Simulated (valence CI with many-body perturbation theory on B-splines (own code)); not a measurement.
From CI to CI+MBPT in Cs XXXIV

Calculated by valence CI with perturbative core correlation (CI+MBPT): four valence electrons over a frozen Dirac-Fock core [Ar], radial functions for each j: 9 s, 9 p, 10 d, 8 f, 5 g, 3 h, 1 i, with the one-electron correlation potential Σ1 (screened to all orders), the two-electron term Σ2, the three-electron term Σ3, Breit, model QED; selected single and double excitations, second order for the rest (own B-spline code, finite nucleus).

No measured spectrum was set against this ion. As an estimate, large intervals hold to a few tenths of a per cent, small ones and those within an open d or f shell to about a per cent. Only levels of the ground parity were solved; by the run's estimate the other parity begins above the list, which can be wrong where configurations are misplaced.

Each rung adds one term. CI alone is the Dirac-Coulomb CI over the frozen core; QED comes last and gives the full result, which names the levels. Energies are above (3d3/2^4) J=0 on the same rung, in cm⁻¹.

Levels are named by their leading jj configuration (3d3/2^4 stands for four electrons in 3d with j = 3/2), which in mixed levels can hold well under half, so a name can repeat and another be missing. Letters in brackets count levels of one name in rising energy.

| Level | CI alone |
| --- | --- |
| (3d3/2^3 3d5/2) J=1 | 91150 |
| (3d3/2^3 3d5/2) J=2 | 144950 |
| (3d3/2^3 3d5/2) J=4 | 164527 |
| (3d3/2^3 3d5/2) J=3 | 171401 |
| (3d3/2^2 3d5/2^2) J=0 [a] | 239661 |
| (3d3/2^2 3d5/2^2) J=4 [a] | 253679 |
| (3d3/2^2 3d5/2^2) J=2 [a] | 270259 |
| (3d3/2^2 3d5/2^2) J=3 [a] | 272328 |
| (3d3/2^2 3d5/2^2) J=5 | 294841 |
| (3d3/2^2 3d5/2^2) J=1 | 303927 |
| (3d3/2^2 3d5/2^2) J=6 | 313054 |
| (3d3/2^2 3d5/2^2) J=4 [b] | 336982 |
| (3d3/2^2 3d5/2^2) J=2 [b] | 343953 |
| (3d3/2^2 3d5/2^2) J=3 [b] | 346483 |
| (3d3/2 3d5/2^3) J=4 [a] | 388181 |
| (3d3/2^2 3d5/2^2) J=2 [c] | 400860 |

(1) What do these energies become with core correlation, Breit and QED?

(2) How does the ionisation energy move along the ladder, and which term matters most?

## Answers

(1) (3d3/2^3 3d5/2) J=1 91293 (+143); (3d3/2^3 3d5/2) J=2 142687 (-2263); (3d3/2^3 3d5/2) J=4 158907 (-5619); (3d3/2^3 3d5/2) J=3 167387 (-4013); (3d3/2^2 3d5/2^2) J=0 [a] 236664 (-2997); (3d3/2^2 3d5/2^2) J=4 [a] 249134 (-4545); (3d3/2^2 3d5/2^2) J=2 [a] 266064 (-4195); (3d3/2^2 3d5/2^2) J=3 [a] 267615 (-4712); (3d3/2^2 3d5/2^2) J=5 287992 (-6848); (3d3/2^2 3d5/2^2) J=1 298465 (-5463); (3d3/2^2 3d5/2^2) J=6 303987 (-9067); (3d3/2^2 3d5/2^2) J=4 [b] 326963 (-10019); (3d3/2^2 3d5/2^2) J=2 [b] 334455 (-9497); (3d3/2^2 3d5/2^2) J=3 [b] 336180 (-10302); (3d3/2 3d5/2^3) J=4 [a] 381008 (-7173); (3d3/2^2 3d5/2^2) J=2 [c] 393660 (-7200).

(2) CI alone 2128.8, + Σ1 2131.3, + Σ2 2139.3, + Σ3 2139.4, + Breit 2138.0, + QED 2138.1 eV. The largest step is Σ2, 8.0 eV. NIST lists 2137 ± 5 eV (theoretical).
